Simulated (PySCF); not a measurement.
C3H7O (SMILES [CH2]OCC), doublet, geometry from GFN2-xTB. Base run: MP2/STO-3G run with PySCF.

Input for PySCF:
```python
from pyscf import gto, scf, mp

mol = gto.Mole()
mol.atom = '''
    C     1.476361    0.466901    0.436562
    O     0.679123    0.162342   -0.623213
    C    -0.432809   -0.654260   -0.344227
    C    -1.535893    0.105149    0.390271
    H     2.335845    1.048988    0.169802
    H     1.504872   -0.204834    1.278488
    H    -0.120268   -1.523880    0.251816
    H    -0.793488   -1.000427   -1.316698
    H    -1.861638    0.954622   -0.204428
    H    -1.161662    0.471863    1.343366
    H    -2.382598   -0.551801    0.567726
'''
mol.basis = 'sto-3g'
mol.charge = 0
mol.spin = 1
mol.verbose = 5
mol.build()

mf = scf.UHF(mol)
mf.kernel()

pt = mp.MP2(mf, frozen=4)
pt.kernel()
print('E(MP2) = %.10f' % pt.e_tot)
```

Each row names what was changed in the base input (with any setting that the change needs).

| change | basis functions | E (Eh) | MP2 correlation (Eh) | SCF-reference HOMO (eV) | SCF-reference dipole (D) | core-seconds (rough) |
|---|---|---|---|---|---|---|
| base | 27 | -190.25532 | -0.17649 | -7.01 | 1.25 | 0.4 |
| basis = 6-31G | 50 | -192.76491 | -0.37403 | -8.98 | 1.81 | 0.8 |
| basis = pcseg-0 | 50 | -192.28829 | -0.37758 | -8.95 | 1.87 | 0.9 |
| basis = def2-SV(P) | 70 | -192.85303 | -0.53839 | -8.98 | 1.46 | 1 |
| basis = 6-31+G* | 86 | -193.02813 | -0.54826 | -8.93 | 1.52 | 3 |
| basis = def2-SVP | 91 | -192.92397 | -0.58868 | -8.95 | 1.47 | 3 |
| basis = pcseg-1 | 91 | -193.01777 | -0.59224 | -8.92 | 1.54 | 4 |
| basis = cc-pVDZ | 91 | -193.08185 | -0.59093 | -8.84 | 1.36 | 4 |
| basis = pc-1 | 91 | -193.02018 | -0.59238 | -8.92 | 1.54 | 3 |
| basis = 6-31G** | 91 | -193.07190 | -0.58564 | -8.83 | 1.41 | 3 |
| basis = 6-311G** | 114 | -193.15602 | -0.62764 | -8.91 | 1.41 | 6 |
| basis = def2-SVPD | 139 | -192.96326 | -0.61718 | -9.02 | 1.42 | 10 |
| basis = 6-311+G(2d,p) | 150 | -193.20241 | -0.66506 | -8.95 | 1.42 | 20 |

Totals compare only among sets that treat the same electrons; sets with core potentials leave the core out.

Open shells are given as the SCF converged; they aren't shown to be the lowest states, and a large step between rows can be another state.
